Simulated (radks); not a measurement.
Q: These are the eigenvalues of the occupied orbitals of an atom or ion with whole-number occupations (eV). All-electron calculation, scalar-relativistic Kohn-Sham, LDA (Slater exchange, VWN5 correlation), spin-polarised, spherical densities, finite nucleus; Fermi nuclear charge, rms radius of each element as measured or else 0.836 A^(1/3) + 0.57 fm. Program: a radial shooting solver on a logarithmic mesh with Libxc functionals.

orbital  eigenvalue
1s        -354.8145

Which element is it, and in what charge state? The configuration may be excited. Open shells, if any, are filled with parallel spins first.

A: Z = 6, carbon, charge +4: C4+ in [He]. The 1s level, -13.039 hartree, gives Z - s = 5.1 by -(Z - s)^2/2, which with screening and relativity narrows Z to a few neighbours, and with so few levels the electron count can be read from the list.
